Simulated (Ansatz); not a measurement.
Computed with Ansatz on PBE0-D4/def2-TZVP structures; ΔE is electronic, products minus reactants. CCSD(T)/CBS adds triple-zeta CCSD(T) − MP2 to the extrapolated MP2 energy (def2 sets, frozen cores). This one scheme is used for every species. Functionals use def2-TZVPP. B3LYP here is the variant with VWN-RPA as its local correlation; programs differ in this. Each species was taken in one conformer, which may not be the lowest.

Reaction (ligand exchange at the Al–C bond): `C=C[CH2][Al]([F])[F]` + CH₃SH → `C[S][Al]([F])[F]` + `C=CC`

`C=C[CH2][Al]([F])[F]`:

```xyz
11

C    -0.444   -1.317   -0.565
C     0.114   -0.148   -0.920
C     1.085    0.624   -0.091
Al   -0.412    0.817    1.122
F    -1.594    1.935    0.881
F    -0.506   -0.114    2.477
H    -1.226   -1.767   -1.162
H    -0.103   -1.874    0.305
H    -0.282    0.356   -1.800
H     1.504    1.487   -0.597
H     1.864    0.002    0.351
```

CH₃SH:

Z-matrix (Å, degrees):
```
C
S 1 1.806
H 1 1.089 2 111.5
H 1 1.089 2 111.5 3 -123.8
H 1 1.090 2 106.2 3 118.1
H 2 1.342 1 97.1 3 61.9
```

`C[S][Al]([F])[F]`:

Cartesian coordinates in Å:
```
C 0.396 -1.219 0.521
S 0.522 -0.429 -1.124
Al -0.436 1.450 -0.744
F -0.600 2.565 -1.931
F -1.018 1.797 0.752
H -0.199 -2.124 0.421
H 1.401 -1.478 0.849
H -0.065 -0.562 1.256
```

`C=CC`:

```xyz
9

C    -1.056   -0.813    0.380
C    -0.428    0.321    0.100
C     0.994    0.429   -0.330
H    -0.551   -1.771    0.311
H    -2.095   -0.825    0.688
H    -0.976    1.257    0.184
H     1.073    0.907   -1.311
H     1.569    1.048    0.366
H     1.469   -0.553   -0.389
```

(1) Is it downhill or uphill in electronic energy at CCSD(T)/CBS, and by how much? (Estimate.)

(2) What do these levels give: B3LYP-D4, r2SCAN0-D4, ωB97X-V, B2PLYP, SCS-MP2/def2-TZVPP, CCSD/def2-TZVPP? (Estimate.)

(3) What do rigid-rotor, harmonic-oscillator terms from PBE0-D4/def2-TZVP frequencies (298.15 K, 1 bar) make of the CCSD(T)/CBS value? (Estimate.)

Largest T1 diagnostic among the species: 0.012.

## Answers

(1) Computed: Downhill: ΔE = -103.1 kJ/mol.

(2) Computed: B3LYP-D4 -104.5, r2SCAN0-D4 -97.7, ωB97X-V -98.9, B2PLYP -104.7, SCS-MP2/def2-TZVPP -103.2, CCSD/def2-TZVPP -102.5 kJ/mol.

(3) Ansatz gave: ΔZPE = +8.4 kJ/mol, ΔH = -94.5 kJ/mol, ΔS = 12 J/(mol·K), ΔG = -98.2 kJ/mol. Modes under 50 cm⁻¹ make the entropy rough.

In def2-TZVPP, CCSD(T) changes the Hartree–Fock value by +16.6 kJ/mol (the triples alone add +2.0 kJ/mol) and MP2 by +16.6 kJ/mol. Leaving LDA and LC-ωPBE aside and taking each functional with its dispersion term where it has one, the values, not all of them listed here, spread over 11.6 kJ/mol, from BHLYP-D4 to PBE-D4. LDA lies +10.4 kJ/mol from PBE without D4.
